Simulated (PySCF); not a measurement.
**Bond curve of CeH**

Set-up: Ce x2c-TZVPPall, H x2c-TZVPPall; spin-free X2C with a Gaussian nucleus (PySCF 2.14). Energies in eV from Ce (4f1 5d1 6s2) + H in their ground configurations at the same level. State: quartet, about 1.2 electrons in the 4f shell (Mulliken), real f orbitals that mix terms.

All columns are ωB97M-V. A positive dipole means Ce(−)H(+).

```csv
R (Å),E (eV),μ (D),Mulliken charge on Ce (basis-dependent),HOMO (eV),LUMO (eV),Mayer bond order,⟨S²⟩
1.760,-2.343,-2.35,0.30,-5.09,0.37,0.94,3.75
1.841,-2.563,-2.64,0.31,-5.13,0.34,0.93,3.75
1.923,-2.699,-2.94,0.32,-5.17,0.30,0.92,3.75
1.985,-2.755,-3.16,0.32,-5.20,0.28,0.91,3.75
2.046,-2.780,-3.39,0.32,-5.24,0.25,0.91,3.75
2.107,-2.778,-3.61,0.32,-5.27,0.22,0.91,3.75
2.189,-2.741,-3.92,0.32,-5.32,0.19,0.90,3.75
2.292,-2.653,-4.31,0.32,-5.38,0.12,0.90,3.75
2.414,-2.503,-4.78,0.32,-5.45,0.03,0.90,3.75
2.578,-2.255,-5.42,0.33,-5.55,-0.11,0.89,3.75
```

A fit through these points gives, at Re = 2.071 Å, μ = -3.48 D and dμ/dR = -3.70 D/Å; the reduced mass is 1.001 u.

How strong is the fundamental in the double-harmonic approximation, I = 42.26·(dμ/dR)²/μred km/mol?

I = 42.26·(-3.70)²/1.001 = 578 km/mol at ωB97M-V.

Spin–orbit coupling is left out, which matters for elements this heavy, above all for dissociation energies. With d or f electrons several states lie close, and the lowest PBE0 determinant need not be the measured ground state.
